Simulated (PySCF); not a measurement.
SMILES [F][Cd][I] (CdFI), singlet, B3LYP/def2-SVP optimised geometry.

```
3

Cd     0.33     0.00     0.00
F      2.27     0.00     0.00
I     -2.27     0.00     0.00
```

Density from B3LYP/def2-TZVP, def2 effective core potentials past Kr run with PySCF at that geometry. The core electrons that the potentials of Cd, I replace are not part of the density.

Minimum of the electron density along straight lines between bonded atoms, close to the bond critical point (lines longer than 1.1 times the sum of covalent radii, or with two minima, are not listed):

```
bond    length / Å  ρ at the minimum / e bohr⁻³  ∇²ρ there / e bohr⁻⁵  position (fraction from the first atom)
------  ----------  ---------------------------  --------------------  ---------------------------------------
Cd1–F2       1.941                        0.112                  0.65                                     0.53
Cd1–I3       2.592                        0.069                  0.10                                     0.47
```
